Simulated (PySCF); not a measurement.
CH₄FNOSi₂, SMILES [SiH2]1[Si@H](N=CO1)F.

Coordinates come from a r2SCAN-D4/def2-SVP optimisation. The structure was generated by enumeration; whether it is a known compound was not checked.

The numbers are results of PBE/def2-TZVP in PySCF, not measurements.

Isolated molecule, no solvent.

```json
{
  "total_energy": "-848.97305 hartree",
  "highest_occupied_level": "-6.31 eV",
  "lowest_empty_level": "-2.17 eV",
  "orbital_gap": "4.14 eV",
  "dipole_moment": "1.95 D",
  "quadrupole, principal values (traceless, Buckingham form, about the centre of nuclear charge)": "-5.93, 0.07, 5.86 D·Å",
  "mean_static_polarisability": "72.6 bohr³ (10.76 Å³)",
  "polarisability_principal_values": "56.7, 75.6, 85.5 bohr³"
}
```
